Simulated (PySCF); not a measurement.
# How methods differ on the ionisation energy of Se¹⁸⁺

Se¹⁸⁺ [Ne] 3s2 3p4 [3p1/2^2 3p3/2^2, M_J = 2] → Se¹⁹⁺ [Ne] 3s2 3p3 [3p1/2^2 3p3/2^1, M_J = 3/2], as a difference of total energies. Computed with PySCF 2.14 in an even-tempered Gaussian basis (19 s from 1.9 bohr⁻², ratio 2.4; 13 p from 2.4 bohr⁻², ratio 2.4; 5 d from 11 bohr⁻², ratio 2.6; 4 f from 16 bohr⁻², ratio 2.6), with the two-component X2C-1e Hamiltonian. Correlated levels: 1s2 frozen; the 50 highest virtual spinors dropped. "Screened" scales the spin-orbit matrix elements by Boettger's factors to mimic the two-electron term; Breit and QED terms are absent.

```json
{"method": "GHF (spin-free)", "ionisation energy (eV)": "737.03"}
{"method": "GMP2 (spin-free)", "ionisation energy (eV)": "738.12"}
```

Question: How much does correlation contribute at GMP2 (spin-free)?

Answer: 738.12 − (737.03) = 1.09 eV, measured against GHF (spin-free).

Breit and QED terms and the two-electron picture change are absent.

The spin-free rows relax to the high-spin LS determinant and lack the spin-orbit shift.

The labels give the starting determinants; with spin-orbit coupling the two ends relaxed to ⟨J²⟩ = 6.00, ⟨L²⟩ = 2.55, ⟨S²⟩ = 1.73.

For comparison: 739.8 ± 1.1 eV (semi-empirical (NIST evaluation); NIST Atomic Spectra Database, ionization energies).
